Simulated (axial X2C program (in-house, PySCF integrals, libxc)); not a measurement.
The numbers below are computed, except where a source is named.
WB⁺: input and output

Program: an in-house all-electron X2C program for linear molecules (integrals from PySCF).

Input file and command:
```json
{"zs": [74, 5], "q": 1, "bas": ["dyall-cv3z", "dyall-v3z"], "levels": ["PBE0", "HF", "TPSS"], "cc": true, "r0": 2.22, "thr": -1.0, "nmax": 90, "npts": 10, "nst": 2, "ntry": 6}
```
```bash
python so2c.py task.json out
```

Keys: zs atomic numbers; q charge; bas basis sets; levels methods; cc coupled cluster on or off; r0 starting distance in Å; thr threshold in hartree for freezing inner shells (an s shell follows its p shell); nmax most natural virtual spinors; npts points on the curve; nst determinants followed; ntry starts of the search. HF also brings MP2.

Output of the HF step, 2c, at R = 2.086 Å for the state Ω = 3. It starts from PBE0 orbitals of this distance.

```
two-component X2C + atomic mean field  HF
basis functions 227  fitting functions 1157  grid points 5080
iter        total energy     max residual
   1     -16161.460965616     9.85e-01
   2     -16161.503521259     2.07e-02
   3     -16161.505768352     2.43e-02
   4     -16161.508900898     4.23e-03
   5     -16161.509782742     3.29e-03
   6     -16161.510438665     1.93e-03
   7     -16161.510668625     1.14e-03
   8     -16161.510746289     4.76e-04
   9     -16161.510773247     1.97e-04
  10     -16161.510779661     1.33e-04
  11     -16161.510782054     8.36e-05
  12     -16161.510782786     5.23e-05
  13     -16161.510783069     3.12e-05
  14     -16161.510783180     1.79e-05
  15     -16161.510783224     7.07e-06
  16     -16161.510783232     2.27e-06
  17     -16161.510783232     1.45e-06
converged
one-electron -22338.52575107  Coulomb 6424.44145181  exact exchange -327.28043407  xc functional 0.00000000  nuclear repulsion 93.86172965  atomic mean-field constant -14.00777955
correlated 8  virtual 294  natural virtual 90  E(MP2) -0.134220739  MP2 remainder -0.002808225
iter   CCSD correlation   residual
   1     -0.145009785   1.18e-01
   2     -0.152603230   6.11e-02
   3     -0.154766414   2.83e-02
   4     -0.155627979   1.42e-02
   5     -0.155873957   5.31e-03
   6     -0.155897030   1.93e-03
   7     -0.155908023   7.86e-04
   8     -0.155910587   3.32e-04
   9     -0.155909645   1.65e-04
  10     -0.155910021   9.88e-05
  11     -0.155909534   5.52e-05
  12     -0.155909977   2.21e-05
  13     -0.155910189   1.04e-05
  14     -0.155910429   5.69e-06
  15     -0.155910526   2.87e-06
  16     -0.155910575   1.40e-06
  17     -0.155910589   6.38e-07
(T) -0.007630208  T1 0.0591  D1 0.0985  max T2 0.077
```
Energies are in hartree; totals compare only within one Hamiltonian and basis. T1 is large, a sign of multireference character or of a spin-contaminated reference. T1 in the output is the amplitude norm over the root of the electron number; divide by √2 for the Lee–Taylor value.
